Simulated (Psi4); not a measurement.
CuI, singlet, geometry from GFN2-xTB (such geometries of metal compounds can be far from the true shape) (core potentials on I).

Here is a job for Psi4.
```
memory 2 GB

molecule {
0 1
  Cu   -0.00000000   -0.00000000   -1.55408011
  I     0.00000000    0.00000000    0.85034572
}

set basis def2-sv(p)

energy('pbe0')
print_variables()
```

### Question
What does this run give for the dipole moment, number of basis functions, nuclear repulsion energy, total energy?

### Answer

```json
{
 "dipole_moment": "5.25 D",
 "number_of_basis_functions": "50",
 "nuclear_repulsion_energy": "159.5614 Eh",
 "total_energy": "-1937.7895 Eh"
}
```
